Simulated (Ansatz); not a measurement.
Geometry optimisation, RKS PBE/def2-SVP in Ansatz 0.2.0.

The input (input.yaml):

```yaml
crystal:
  periodic: [false, false, false]
  atoms:
    - { symbol: O, position_ang: [-0.1582, -1.9315, -1.7977] }
    - { symbol: Sn, position_ang: [0.4012, -0.8498, -0.2394] }
    - { symbol: S, position_ang: [1.4591, -2.0434, 1.5399] }
    - { symbol: C, position_ang: [-0.7052, 0.792, 0.2907] }
    - { symbol: C, position_ang: [0.2822, 1.7273, -0.2728] }
    - { symbol: F, position_ang: [0.783, 2.5619, 0.7446] }
    - { symbol: O, position_ang: [1.3201, 0.866, -0.7215] }
    - { symbol: H, position_ang: [-0.8898, -2.4482, -1.463] }
    - { symbol: H, position_ang: [0.3321, -2.7701, 1.8705] }
    - { symbol: H, position_ang: [-0.9107, 0.8646, 1.4172] }
    - { symbol: H, position_ang: [-1.7379, 0.8197, -0.2607] }
    - { symbol: H, position_ang: [-0.0989, 2.3563, -1.0739] }
basis:
  gaussian: { orbitals: def2-SVP }
hamiltonian:
  xc: pbe
relax:
  f_tol: 0.015
  max_steps: 40
output:
  orbitals: {}
```

Run as:

```bash
$ ansatz run input.yaml --threads 2 --pin off --max-ram 3072MiB --backend cpu --events-out ev --progress --plain --runs-dir out
```

**Question.** Where does it end, and by what steps?

**Answer.** The forces met the threshold. After 20 steps the energy has fallen by 0.824 eV; O1 moved furthest, 0.86 Å.

```json
{"step": "0", "energy less start (eV)": "0.0000", "largest force component (eV/Å)": "5.238", "accepted": "yes"}
{"step": "1", "energy less start (eV)": "-0.5332", "largest force component (eV/Å)": "1.338", "accepted": "yes"}
{"step": "2", "energy less start (eV)": "-0.5981", "largest force component (eV/Å)": "0.781", "accepted": "yes"}
{"step": "3", "energy less start (eV)": "-0.6454", "largest force component (eV/Å)": "0.421", "accepted": "yes"}
{"step": "4", "energy less start (eV)": "-0.6775", "largest force component (eV/Å)": "0.461", "accepted": "yes"}
{"step": "5", "energy less start (eV)": "-0.6658", "largest force component (eV/Å)": "1.882", "accepted": "no"}
{"step": "6", "energy less start (eV)": "-0.7090", "largest force component (eV/Å)": "0.228", "accepted": "yes"}
{"step": "7", "energy less start (eV)": "-0.7284", "largest force component (eV/Å)": "0.772", "accepted": "yes"}
{"step": "8", "energy less start (eV)": "-0.7434", "largest force component (eV/Å)": "0.533", "accepted": "yes"}
{"step": "9", "energy less start (eV)": "-0.7676", "largest force component (eV/Å)": "0.708", "accepted": "yes"}
{"step": "10", "energy less start (eV)": "-0.7723", "largest force component (eV/Å)": "0.497", "accepted": "yes"}
{"step": "11", "energy less start (eV)": "-0.8038", "largest force component (eV/Å)": "0.265", "accepted": "yes"}
{"step": "12", "energy less start (eV)": "-0.8124", "largest force component (eV/Å)": "0.281", "accepted": "yes"}
{"step": "13", "energy less start (eV)": "-0.7767", "largest force component (eV/Å)": "0.593", "accepted": "no"}
{"step": "14", "energy less start (eV)": "-0.8207", "largest force component (eV/Å)": "0.104", "accepted": "yes"}
{"step": "15", "energy less start (eV)": "-0.8217", "largest force component (eV/Å)": "0.086", "accepted": "yes"}
{"step": "16", "energy less start (eV)": "-0.8231", "largest force component (eV/Å)": "0.081", "accepted": "yes"}
{"step": "17", "energy less start (eV)": "-0.8238", "largest force component (eV/Å)": "0.044", "accepted": "yes"}
{"step": "18", "energy less start (eV)": "-0.8239", "largest force component (eV/Å)": "0.036", "accepted": "yes"}
{"step": "19", "energy less start (eV)": "-0.8239", "largest force component (eV/Å)": "0.044", "accepted": "no"}
{"step": "20", "energy less start (eV)": "-0.8240", "largest force component (eV/Å)": "0.005", "accepted": "yes"}
```

```xyz
12
Properties=species:S:1:pos:R:3
O -0.758 -2.092 -1.203
Sn 0.120 -0.814 0.072
S 1.508 -2.112 1.603
C -0.962 1.085 0.254
C 0.341 1.725 -0.265
F 1.026 2.233 0.855
O 1.096 0.763 -0.901
H -0.105 -2.727 -1.559
H 0.738 -3.220 1.390
H -1.324 1.448 1.232
H -1.775 1.061 -0.498
H 0.171 2.596 -0.945
```

Whether the end is a true minimum wasn't checked by a vibrational analysis.

Time of the run: 89 s on 2 threads of Arm Neoverse V1, on a shared host, peak memory 0.2 GiB.
